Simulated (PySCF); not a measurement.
In(Me)2(NH3) (C2H9InN), SMILES [CH3][In]([CH3])<-[NH3] (connectivity only; charge and spin as stated), neutral, multiplicity 2.

Coordinates come from a PBE0-D3(BJ)/def2-SVP optimisation. The multiplicity is an assumed one; other spin states were not compared. The isomer is the one that the SMILES or the coordinates give; other isomers of the formula were not compared. The def2 effective core potentials stand for the cores of In; spin–orbit coupling is left out.

Method: PBE0-D3(BJ)/def2-SVP in PySCF.

Frequencies are harmonic and unscaled.

| mode | ν (cm⁻¹) | IR (km/mol) | moving atoms (share of kinetic energy) |
|---|---|---|---|
| 1 | 35 | 0.0 | H 99 % |
| 2 | 69 | 0.0 | H 99 % |
| 3 | 69 | 0.0 | H 96 % |
| 4 | 91 | 2.4 | C 32 %, H 32 %, N 31 % |
| 5 | 100 | 4.3 | C 42 %, H 31 %, N 16 %, In 11 % |
| 6 | 116 | 1.2 | C 51 %, H 32 %, In 16 % |
| 7 | 240 | 9.4 | N 71 %, H 17 %, In 12 % |
| 8 | 430 | 1.4 | H 54 %, C 39 % |
| 9 | 441 | 0.0 | H 67 %, C 21 %, N 9 % |
| 10 | 443 | 28.7 | H 53 %, C 37 % |
| 11 | 470 | 68.8 | C 46 %, H 38 %, In 13 % |
| 12 | 601 | 0.2 | H 87 %, C 12 % |
| 13 | 638 | 20.1 | H 84 %, C 14 % |
| 14 | 660 | 40.3 | H 82 %, C 16 % |
| 15 | 703 | 78.8 | H 80 %, C 18 % |
| 16 | 1124 | 135.3 | H 83 %, N 16 % |
| 17 | 1136 | 0.0 | H 82 %, C 18 % |
| 18 | 1152 | 2.4 | H 83 %, C 16 % |
| 19 | 1421 | 0.2 | H 95 % |
| 20 | 1424 | 7.3 | H 95 % |
| 21 | 1429 | 4.5 | H 94 % |
| 22 | 1435 | 0.4 | H 95 % |
| 23 | 1629 | 20.7 | H 95 % |
| 24 | 1629 | 21.9 | H 95 % |
| 25 | 3043 | 34.4 | H 97 % |
| 26 | 3043 | 18.2 | H 97 % |
| 27 | 3153 | 7.6 | H 91 %, C 9 % |
| 28 | 3153 | 17.7 | H 91 %, C 9 % |
| 29 | 3167 | 2.3 | H 91 %, C 9 % |
| 30 | 3168 | 15.2 | H 91 %, C 9 % |
| 31 | 3504 | 8.8 | H 98 % |
| 32 | 3637 | 32.4 | H 92 %, N 8 % |
| 33 | 3647 | 32.1 | H 92 %, N 8 % |
